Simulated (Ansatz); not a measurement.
(CsH)n off: r2SCAN-D4/def2-TZVP single points in Ansatz on relaxed structures, gas phase. Each cluster is the lowest isomer that a short search found in that spin, judged at the geometry's level, and lower ones may exist. Core potentials for Cs, no spin–orbit coupling. HOMO and LUMO are taken over both spins. Binding counts from free atoms in the multiplicity of their measured ground term, without zero-point energy. The spins of the ions were chosen, not always searched. The structures are stationary points that may keep the symmetry of their start.

```tsv
species	atoms	state	geometry	HOMO (eV)	LUMO (eV)	gap (eV)	vertical IE (eV)	binding per atom (eV)	point group (within 0.1 Å)
Cs3H2	5	doublet; oxidised ion singlet	PBE-D4/def2-TZVP	-1.75	-1.09	0.66	3.10	1.12	Cs
Cs4H3	7	doublet; oxidised ion singlet	PBE0-D4/def2-TZVP	-1.69	-1.07	0.62	3.03	1.23	–
Cs3H4	7	doublet; oxidised ion singlet	r2SCAN-D4/def2-TZVP	-1.62	-1.20	0.41	2.86	1.45	–
```

The gap (eV) runs from 0.41 (Cs3H4) to 0.66 (Cs3H2). The vertical IE (eV) runs from 2.86 (Cs3H4) to 3.10 (Cs3H2). The binding per atom (eV) runs from 1.12 (Cs3H2) to 1.45 (Cs3H4).
